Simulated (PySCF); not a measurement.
BBr₂, SMILES Br[B-]Br (connectivity only; charge and spin as stated), charge -1, multiplicity 1.

Coordinates come from a B3LYP-D3(BJ)/def2-SVPD optimisation.

Two levels are set side by side: PBE/def2-TZVPD (PySCF) and ωB97X/def2-TZVPD (PySCF). Same geometry, gas phase. Differences are taken from unrounded values.

```
quantity                     ωB97X    PBE  PBE minus ωB97X
---------------------------  -----  -----  ---------------
orbital gap (eV)              7.35   2.05            -5.30
highest occupied level (eV)  -2.92   0.18             3.10
lowest empty level (eV)       4.43   2.23            -2.20
mean polarisability (bohr³)   93.3  109.9             16.6
```

Without exact exchange PBE keeps part of each electron's self-repulsion, which lifts occupied levels and narrows the gap. PBE's more diffuse valence density responds more strongly to a field. Differences between two approximate levels are no errors against the true value.

Rough cost on one machine, each run with all the roots and properties that it gave: ωB97X against PBE within a factor of 2.
